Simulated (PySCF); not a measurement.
## How the method moves the HOMO and LUMO of `C=CO[BH2-][PH3+]`

Compound: C2H8BOP.
Z-matrix (Å and degrees, PBE0-D3(BJ)/def2-SVP geometry), rows numbered from 1:
```
C 
C   1  1.3372
O   2  1.3381  1  123.76
B   3  1.4416  2  119.26  1  -179.81
P   4  1.9807  3  105.30  2  -177.09
H   1  1.0925  2  121.02  3     0.11
H   1  1.0900  2  119.94  3  -180.00
H   2  1.1001  1  120.63  3   179.96
H   4  1.2300  3  117.28  2    71.83
H   4  1.2300  3  117.13  2   -66.48
H   5  1.4164  4  119.53  3   -61.69
H   5  1.4130  4  112.83  3   179.91
H   5  1.4161  4  119.29  3    61.58
```

Basis pcSseg-2 throughout (PySCF), one geometry. Isolated species at its PBE0-D3(BJ)/def2-SVP geometry (one conformer only).

Problem. How do the orbital energies, the gap and the dipole change with the method?

Solution. 
```tsv
method	kind	HOMO (eV)	LUMO (eV)	gap (eV)	μ (D)	SCF cycles
BLYP	GGA	-4.60	-1.02	3.59	4.75	15
OPBE	GGA	-4.67	-1.05	3.62	4.86	16
B97-D	GGA	-4.69	-1.02	3.68	4.79	15
PBE	GGA	-4.73	-1.14	3.59	4.81	16
KT3	GGA	-4.76	-1.17	3.60	4.77	16
KT2	GGA	-4.77	-1.18	3.59	4.76	16
BP86	GGA	-4.83	-1.19	3.64	4.80	16
LDA	LDA	-4.90	-1.28	3.61	4.83	16
B97-2	global hybrid	-5.62	-0.22	5.40	4.87	14
B3LYP	global hybrid	-5.67	-0.44	5.24	4.82	14
PBE0	global hybrid	-5.87	-0.19	5.68	4.88	14
mPW1PW91	global hybrid	-5.89	-0.20	5.69	4.87	14
BHandHLYP	global hybrid	-6.91	0.51	7.43	4.87	13
CAM-B3LYP	range-separated hybrid	-7.19	0.65	7.84	4.90	13
wB97X-D	range-separated hybrid	-7.70	1.59	9.29	4.93	14
LC-wPBE	range-separated hybrid	-8.48	1.85	10.33	5.03	14
HF	Hartree–Fock	-8.48	2.35	10.82	4.96	11
```

The HOMO spans 3.87 eV, from BLYP down to HF, and the gap runs from 3.59 eV (BLYP) to 10.82 eV (HF). Over the methods BLYP (0 %), OPBE (0 %), B97-D (0 %), PBE (0 %), KT3 (0 %), KT2 (0 %), BP86 (0 %), LDA (0 %), B97-2 (21 %), B3LYP (20 %), PBE0 (25 %), mPW1PW91 (25 %), BHandHLYP (50 %), HF (100 %), a straight line through the gap against the share of exact exchange rises by 0.73 eV for each 10 % (correlation coefficient 0.998). The dipole ranges from 4.75 D (BLYP) to 5.03 D (LC-wPBE). This basis has no diffuse functions.
